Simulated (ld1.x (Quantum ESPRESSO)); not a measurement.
## An all-electron radial function and its pseudo partner (Eu (Z = 63))

Columns: radius, all-electron u(r) and pseudo u(r) of the 6s shell (level -3.76 eV) of europium in the configuration [Xe] 4f6 5d2 6s1 6p0; LDA (PZ), scalar-relativistic, RRKJ scheme, ld1.x (Quantum ESPRESSO) 7.5.

```json
{"r (bohr)": "0.170", "all-electron": "0.1047", "pseudo": "-0.0459"}
{"r (bohr)": "0.340", "all-electron": "-0.0909", "pseudo": "-0.0868"}
{"r (bohr)": "0.510", "all-electron": "-0.1358", "pseudo": "-0.1185"}
{"r (bohr)": "0.680", "all-electron": "0.0305", "pseudo": "-0.1386"}
{"r (bohr)": "0.850", "all-electron": "0.1860", "pseudo": "-0.1477"}
{"r (bohr)": "1.020", "all-electron": "0.2530", "pseudo": "-0.1491"}
{"r (bohr)": "1.190", "all-electron": "0.2372", "pseudo": "-0.1477"}
{"r (bohr)": "1.360", "all-electron": "0.1671", "pseudo": "-0.1487"}
{"r (bohr)": "1.530", "all-electron": "0.0690", "pseudo": "-0.1569"}
{"r (bohr)": "1.700", "all-electron": "-0.0380", "pseudo": "-0.1762"}
{"r (bohr)": "1.870", "all-electron": "-0.1420", "pseudo": "-0.2102"}
{"r (bohr)": "2.040", "all-electron": "-0.2363", "pseudo": "-0.2603"}
{"r (bohr)": "2.210", "all-electron": "-0.3179", "pseudo": "-0.3224"}
{"r (bohr)": "2.380", "all-electron": "-0.3858", "pseudo": "-0.3860"}
{"r (bohr)": "2.550", "all-electron": "-0.4403", "pseudo": "-0.4403"}
{"r (bohr)": "2.720", "all-electron": "-0.4823", "pseudo": "-0.4823"}
{"r (bohr)": "2.890", "all-electron": "-0.5133", "pseudo": "-0.5133"}
{"r (bohr)": "3.060", "all-electron": "-0.5345", "pseudo": "-0.5345"}
{"r (bohr)": "3.230", "all-electron": "-0.5474", "pseudo": "-0.5474"}
{"r (bohr)": "3.400", "all-electron": "-0.5531", "pseudo": "-0.5531"}
{"r (bohr)": "3.570", "all-electron": "-0.5529", "pseudo": "-0.5529"}
{"r (bohr)": "3.740", "all-electron": "-0.5477", "pseudo": "-0.5477"}
{"r (bohr)": "3.910", "all-electron": "-0.5385", "pseudo": "-0.5385"}
{"r (bohr)": "4.080", "all-electron": "-0.5260", "pseudo": "-0.5260"}
{"r (bohr)": "4.250", "all-electron": "-0.5108", "pseudo": "-0.5108"}
{"r (bohr)": "4.420", "all-electron": "-0.4937", "pseudo": "-0.4937"}
```

(1) How many radial nodes do the two functions have?

(2) At about which radius was the pseudo-wave matched?

(3) Where does each function peak?

(4) Is the pseudo-wave norm-conserving?

Answers

(1) The all-electron 6s function has n − l − 1 = 5 (the table is too coarse to show those close to the nucleus); the pseudo-wave has 0, since the states of the same l below it are removed with the core.

(2) 2.55 bohr, where the columns begin to agree (steps of 0.17 bohr).

(3) Outermost all-electron maximum near 3.40 bohr, pseudo maximum near 3.40 bohr (to the table’s step).

(4) Yes: the RRKJ scheme keeps the norm inside the radius equal to the all-electron one, which fixes the energy derivative of the logarithmic derivative at the level.
